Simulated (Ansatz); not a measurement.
`[CH3][GeH2][SH]` + `[OH][Sn][Cl]` → `C[O][Sn][Cl]` + `[SH][GeH3]`  (substitution at a C–Ge bond)

Calculated with Ansatz (gas phase, PBE0-D4/def2-TZVP geometries, no zero-point term in ΔE). CCSD(T)/CBS is the MP2 limit (def2-TZVPP, def2-QZVPP) plus CCSD(T) − MP2 in def2-TZVPP, frozen cores. Functionals use def2-TZVPP. B3LYP here is the variant with VWN-RPA as its local correlation; programs differ in this. HSE06 is defined as in plane-wave codes. def2 core potentials past Kr. For Ge, Sn outer-core shells are correlated without core-valence functions, which leaves a few kJ/mol of doubt a bond. Scalar relativity is left out up to krypton. One conformer a species, not always the lowest.

```csv
level,ΔE (kJ/mol),difference from CCSD(T)/CBS
LDA (SPW92),70.0,-12.7
PBE-D4,73.9,-8.8
B3LYP-D4,70.2,-12.5
r2SCAN0-D4,79.9,-2.8
HSE06-D4,77.1,-5.6
BHLYP-D4,71.5,-11.2
ωB97M-V,78.2,-4.5
B2PLYP,76.3,-6.4
r2SCANh,79.0,-3.7
HSE06,77.6,-5.1
BHLYP,72.1,-10.6
HF/def2-SVP,48.0,-34.7
MP2/def2-SVP,61.4,-21.3
HF/def2-TZVPP,69.2,-13.5
SCS-MP2/def2-TZVPP,81.2,-1.5
HF/CBS(def2),68.9,-13.8
CCSD(T)/CBS,82.7,0
```

Largest T1 diagnostic among the species: 0.017.

From BLYP to BHLYP (50 % exact exchange), in def2-TZVPP and without D4, ΔE moves by +3.4 kJ/mol. In def2-TZVPP, CCSD(T) changes the Hartree–Fock value by +11.4 kJ/mol (the triples alone add +0.2 kJ/mol) and MP2 by +18.6 kJ/mol.
